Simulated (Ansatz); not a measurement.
C$_{6}$H$_{8}$, charge +1, doublet, geometry from GFN2-xTB (a state made from the parent by changing its charge; the spin is typed, not shown lowest); Ansatz (a program for electronic structure) with BCCD/def2-SVP.

Ansatz was given this input:
Ansatz 0.2 input:
```yaml
crystal:
  periodic: [false, false, false]
  atoms:
    - {symbol: C, position_ang: [0.33777859, -1.27119403, 0.50830410]}
    - {symbol: C, position_ang: [1.38619386, -0.46392341, 0.15904041]}
    - {symbol: C, position_ang: [1.15760842, 0.83601018, -0.35083035]}
    - {symbol: C, position_ang: [-0.11673432, 1.30352659, -0.52496973]}
    - {symbol: C, position_ang: [-1.31124526, 0.51800755, -0.20693935]}
    - {symbol: C, position_ang: [-1.06417492, -0.86546475, 0.38603412]}
    - {symbol: H, position_ang: [0.52791845, -2.25931872, 0.90506448]}
    - {symbol: H, position_ang: [2.40255978, -0.81093719, 0.27238558]}
    - {symbol: H, position_ang: [2.00489873, 1.45562446, -0.60468586]}
    - {symbol: H, position_ang: [-0.27631911, 2.29612063, -0.92403381]}
    - {symbol: H, position_ang: [-1.91711012, 0.44762770, -1.12389881]}
    - {symbol: H, position_ang: [-1.95544290, 1.11993296, 0.45097914]}
    - {symbol: H, position_ang: [-1.59954793, -1.63992818, -0.18295065]}
    - {symbol: H, position_ang: [-1.52351506, -0.95089445, 1.38330471]}
basis:
  gaussian:
    orbitals: def2-SVP
total_charge: 1
magnetization: {spin_polarized: true, initial_magnetization: 1}
correlation: {method: bccd}
```

The log (banner, timings and long lists left out):

```
Functional definition: HF
1287 factors; integrals over basis functions are off by at most 1.4e-3 eV
mean field evaluation 1: about -6292.2272 eV, gradient 2.7e1 eV
mean field evaluation 2: about -6292.2376 eV, gradient 2.7e1 eV
mean field evaluation 4: about -6296.8518 eV, gradient 3.0e0 eV
mean field evaluation 8: about -6297.0390 eV, gradient 2.0e-1 eV
mean field evaluation 16: about -6296.1857 eV, gradient 1.1e1 eV
mean field -6297.04056747 eV, -231.4119725672 hartree, gradient 1.5e-6 eV, S^2 0.848970; 0 other end points of the search recorded, 0 dependent functions left out
6 core orbitals not correlated
reference -6297.04056747 eV, -231.4119725672 hartree; 16, 15 occupied and 102, 103 virtual orbitals, 1287 factors
second order -20.42845518 eV of doubles, -0.00000000 eV of singles
cycle   1  -21.53079499 eV  change    -1.1e0 eV  update   1.1e-1
cycle   2  -22.09945769 eV  change   -5.7e-1 eV  update   3.8e-2
cycle   3  -22.22605896 eV  change   -1.3e-1 eV  update   2.8e-2
cycle   4  -22.21062907 eV  change    1.5e-2 eV  update   1.5e-2
cycle   5  -22.19356996 eV  change    1.7e-2 eV  update   7.7e-3
cycle   6  -22.18812406 eV  change    5.4e-3 eV  update   2.4e-3
cycle   7  -22.18774527 eV  change    3.8e-4 eV  update   7.5e-4
cycle   8  -22.18803170 eV  change   -2.9e-4 eV  update   2.8e-4
cycle   9  -22.18807361 eV  change   -4.2e-5 eV  update   1.2e-4
cycle  10  -22.18804064 eV  change    3.3e-5 eV  update   5.3e-5
cycle  11  -22.18808652 eV  change   -4.6e-5 eV  update   2.3e-5
cycle  12  -22.18809747 eV  change   -1.1e-5 eV  update   8.2e-6
Total energy: -6319.22866494 eV, -232.2273701096 hartree
```
